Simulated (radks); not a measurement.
Values are calculated unless marked as measured or tabulated.
Ionisation of neutral strontium, [Kr] 5s2, to [Kr] 5s1 as the strength of local exchange is varied. Code: a radial shooting solver on a logarithmic mesh with Libxc functionals. Model: Dirac Kohn-Sham, Slater X-alpha exchange (alpha = 2/3 is LDA exchange), no correlation, spin-unpolarised, spherical densities, point nucleus.

| alpha | E(Sr) (hartree) | exchange (hartree) | IE (eV) | -e of the level emptied (eV) | <r> of it (bohr) |
|---|---|---|---|---|---|
| 0.667 | -3172.71961 | -97.88671 | 5.217 | 2.844 (5s1/2) | 4.409 |
| 0.722 | -3180.80087 | -106.21146 | 5.485 | 3.083 (5s1/2) | 4.328 |
| 0.78 | -3189.34381 | -115.03193 | 5.774 | 3.344 (5s1/2) | 4.246 |
| 0.787 | -3190.37631 | -116.09936 | 5.809 | 3.376 (5s1/2) | 4.236 |
| 0.794 | -3191.40911 | -117.16741 | 5.845 | 3.408 (5s1/2) | 4.227 |
| 0.911 | -3208.71792 | -135.11122 | 6.453 | 3.964 (5s1/2) | 4.076 |
| 0.956 | -3215.39835 | -142.05893 | 6.694 | 4.186 (5s1/2) | 4.021 |
| 0.989 | -3220.30552 | -147.17024 | 6.873 | 4.353 (5s1/2) | 3.982 |

NIST Atomic Spectra Database: 5.695 eV (measured). The Delta-SCF value meets it near alpha = 0.76. Spin polarisation and multiplet splitting are left out, so open shells lie too high by an amount that depends on their filling.

Beside tabulated values, note that spin-unpolarised runs miss the spin-polarisation part of the exchange energy of open shells.
